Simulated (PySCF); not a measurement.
What binds ZnH⁺: the parts of the energy along the bond

State: ¹Σ⁺, singlet, closed shell. RHF-based CCSD(T) in PySCF 2.14 with Zn cc-pVTZ-PP with ECP10, H cc-pVTZ and Zn cc-pVQZ-PP with ECP10, H cc-pVQZ (frozen core orbitals: 4; scalar-relativistic core potentials). Correlation energies are extrapolated as n⁻³ (n = 3, 4), Hartree–Fock as (n+1)·exp(−9√n). CV is the change on freezing 0 orbitals instead, in Zn cc-pwCVTZ-PP with ECP10, H cc-pVTZ. All energies in eV from Zn⁺ + H.

```tsv
R (Å)	HF/CBS	CCSD corr.	(T)	CV	total
1.3351	-0.889	-1.263	-0.0782	-0.0067	-2.237
1.3958	-1.097	-1.229	-0.0755	-0.0059	-2.407
1.4565	-1.213	-1.201	-0.0736	-0.0051	-2.493
1.5171	-1.256	-1.181	-0.0728	-0.0044	-2.515
1.5778	-1.244	-1.168	-0.0729	-0.0039	-2.489
1.6537	-1.168	-1.160	-0.0746	-0.0034	-2.406
1.7295	-1.041	-1.163	-0.0778	-0.0031	-2.285
```

A fit to the total gives Re = 1.5118 Å, De = 2.515 eV, ωe = 1912.9 cm⁻¹, Be = 7.434 cm⁻¹ (masses 63.9291 and 1.0078 u).

Q: At R = 1.5171 Å the CCSD correlation energy is -0.471806 hartree in the smaller basis and -0.510287 in the larger. Extrapolate it.

A: (4³·E4 − 3³·E3)/(4³ − 3³) = -0.53837 hartree; the larger basis holds 94.8 % of it.

The T1 diagnostic is 0.022, large enough to doubt a single reference. The open-shell atoms are computed with UHF. Spin–orbit coupling, excitations beyond (T) and corrections to the Born–Oppenheimer picture are left out.
